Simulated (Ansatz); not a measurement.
`C[Si](F)(F)N=C=O` + H₂O → `C[Si](O)(F)F` + `N=C=O` at 400 K and 1 bar (formal hydrolysis of the Si–N bond).

Program: Ansatz. Geometries: PBE0-D4/def2-TZVP. ΔE: electronic, gas phase. CCSD(T)/CBS is the MP2 limit (def2-TZVPP, def2-QZVPP) plus CCSD(T) − MP2 in def2-TZVPP, frozen cores. This one scheme is used for every species. Each species was taken in one conformer, which may not be the lowest.

```csv
species,CCSD(T)/CBS energy (Eh),H − E (kJ/mol),S (J/(mol·K))
`C[Si](F)(F)N=C=O`,-696.65556,188.5,431.5
H₂O,-76.37941,69.8,198.6
`C[Si](O)(F)F`,-604.51944,182.4,367.1
`N=C=O`,-168.51995,72.4,252.4
```

H − E and S are ideal-gas, rigid-rotor, harmonic terms from PBE0-D4/def2-TZVP, for one conformer and one mirror image of each species. 1 Eh = 2625.50 kJ/mol, R = 8.31446 J/(mol·K).

Task: By hand: ΔE, ΔH, ΔS and ΔG.

Result: ΔE = (-604.51944) + (-168.51995) − (-696.65556) − (-76.37941) = -0.00442 Eh = -11.6 kJ/mol. Δ(H − E) = 182.4 + 72.4 − 188.5 − 69.8 = -3.5, so ΔH = -15.1 kJ/mol. ΔS = 367.1 + 252.4 − 431.5 − 198.6 = -10.6 J/(mol·K). ΔG = -15.1 − 400 × (-10.6)/1000 = -10.9 kJ/mol.

Task: By hand: the equilibrium constant, and the temperature at which ΔG would vanish if ΔH and ΔS stayed fixed.

Result: log₁₀ K = −ΔG/(RT ln 10) = 1.4. ΔG = 0 at ΔH/ΔS = 1425 K, though so small a ΔS makes that figure unsure.

The number of gas molecules stays the same, so ΔS is small and ΔH decides. A doubt of 5 kJ/mol in ΔE shifts log₁₀ K by 0.7 here. Other conformers and mirror images would add mixing entropy, several J/(mol·K) or more a flexible species. Modes under 60 cm⁻¹, often nearly free rotors, make the harmonic entropy too high. These are equilibria of isolated gas molecules and say nothing of rates. Largest T1 diagnostic: 0.018 (customary marks: 0.02 for closed shells, 0.045 for open ones).
